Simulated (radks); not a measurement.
The numbers below are computed, except where a source is named.
Question: Ar7+, configuration [Ne] 3s1 (the NIST ground configuration). Code: a radial shooting solver on a logarithmic mesh with Libxc functionals. Model: scalar-relativistic Kohn-Sham, r2SCAN, spin-polarised, spherical densities, finite nucleus; open shells are filled with parallel spins first; meta-GGA in the generalised Kohn-Sham scheme; Fermi nuclear charge, rms radius 3.4274 fm. Some entries of the table are withheld. Estimate them.

| orbital | occ. | eigenvalue (hartree) | <r^2> (bohr^2) | <r> (bohr) |
|---|---|---|---|---|
| 1s up | 1 | -120.6255 | 0.009882 | 0.08569 |
| 1s down | 1 | -120.6100 | 0.009884 | 0.08570 |
| 2s up | 1 | (1) | (2) | 0.4088 |
| 2s down | 1 | (3) | (4) | 0.4090 |
| 2p up | 3 | -13.67970 | (5) | 0.3710 |
| 2p down | 3 | -13.65936 | (6) | 0.3706 |
| 3s up | 1 | -5.00669 | 1.515 | 1.156 |
| 3s down | 0 | -4.65416 | 1.576 | 1.176 |

Answer: 
(1) 2s up eigenvalue (hartree): -16.19841
(2) 2s up <r^2> (bohr^2): 0.1979
(3) 2s down eigenvalue (hartree): -16.18357
(4) 2s down <r^2> (bohr^2): 0.1978
(5) 2p up <r^2> (bohr^2): 0.1703
(6) 2p down <r^2> (bohr^2): 0.1697
